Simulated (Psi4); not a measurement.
AlF$_{2}$, doublet, at a GFN2-xTB geometry (such geometries of metal compounds can be far from the true shape). Base run: M06-2X/6-31G in Psi4.

The Psi4 input:
```
memory 2 GB

molecule mol {
0 2
  Al   -0.004514    0.349223    0.001953
  F     1.554844   -0.232160   -0.001251
  F    -1.548323   -0.272273   -0.001571
}

set basis 6-31g
set reference uks

energy('m06-2x')
print_variables()
```

Each row names what was changed in the base input (with any setting that the change needs).

| change | ΔE vs base (mEh) | SCF cycles | grid points | basis functions |
|---|---|---|---|---|
| base | 0.000 | 9 | 65724 | 31 |
| damping_percentage = 20 | 0.001 | 19 | 65724 | 31 |
| dft_radial_points = 50 | 0.407 | 9 | 44288 | 31 |
| dft_radial_points = 150 | -0.112 | 9 | 130657 | 31 |
| e_convergence = 1e-4 | 0.000 | 9 | 65724 | 31 |
| guess = sap | 0.000 | 9 | 65724 | 31 |
| diis_max_vecs = 3 | 0.000 | 9 | 65724 | 31 |
| guess = modhuckel | 0.000 | 8 | 65724 | 31 |
| scf_type = out_of_core | -0.058 | 9 | 65724 | 31 |
| dft_spherical_points = 590 | -0.054 | 9 | 127786 | 31 |
| dft_spherical_points = 110 | -0.224 | 9 | 23950 | 31 |
| d_convergence = 1e-10 | 0.000 | 15 | 65724 | 31 |
| d_convergence = 1e-4 | 0.000 | 7 | 65724 | 31 |

Open shells are given as the SCF converged; they aren't shown to be the lowest states, and a large step between rows can be another state.
